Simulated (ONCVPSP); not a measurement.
## tungsten, ONCV: configuration errors across variants

- Element: W (Z = 74)
- Generator: ONCVPSP 4.0.1
- Type: optimised norm-conserving Vanderbilt (ONCV)
- Functional: PW91
- Relativity: scalar-relativistic
- Frozen core: [Kr] 4d10 4f14 5s2
- Valence charge: 12
- Reference configuration: 5p6 5d4 6s2
- Partial waves: 6s: rc 2.70 bohr, ncon 4, nbas 7, qcut 1.9 1/bohr, 1 projector; 5p: rc 1.35 bohr, ncon 4, nbas 8, qcut 4.9 1/bohr, 2 projectors, debl 2.8 Ha; 5d: rc 2.40 bohr, ncon 4, nbas 8, qcut 7.2 1/bohr, 2 projectors, debl 2.5 Ha
- Local potential: polynomial inside 0.95 bohr (lpopt 5, dvloc0 0 Ha)
- Core correction: Teter function fitted to the true core (icmod 2), fcfact 0.2

All-electron excitation energies from the reference (eV): (1) 5p6 5d4 6s1 8.947; (2) 5p6 5d4 6s0 24.695; (3) 5p6 5d3 6s0 50.153; (4) 5p6 5d4 6s0 6p2 9.316.

2 further variants failed, have other tests or too few solved ones, and are left out.

A true bound ghost makes a file unfit for plane-wave use even where its test errors are small: the radial tests pick states by their node count and pass the ghost by.

Errors AE − PS in meV (a dash: test not solved or not reliable):

```tsv
change	(1)	(2)	(3)	(4)	bound ghosts	GHOST(+) flags above zero
base	-7.5	-27	-5.3	-22	s	p
s: qcut 1.2; p: qcut 3.2; d: qcut 4.7	-4.4	-15	-21	-16	s	p, d
s: qcut 1.6; p: qcut 4; d: qcut 5.9	-6.1	-22	-13	-21	s, d	p
s: qcut 1.8; p: qcut 4.5; d: qcut 6.6	-6.9	-25	-8.5	-21	s	p, d
p: qcut 4.8; d: qcut 7.1	-7.4	-27	-5.3	-22	s	p
s: qcut 2.1; p: qcut 5.3; d: qcut 7.8	-8.3	-31	+1.9	-24	s	p
s: qcut 2.2; p: qcut 5.7; d: qcut 8.4	-8.6	-32	+5.6	-25	s	p
s: qcut 2.5; p: qcut 6.3; d: qcut 9.3	-9.9	-38	+14	-28	s	p
```

Q: Give the same row for: s: qcut 1.4; p: qcut 3.6; d: qcut 5.3.

A: -5.3, -18, -19, -17; bound ghosts: s; GHOST(+) flags above zero: p, d.
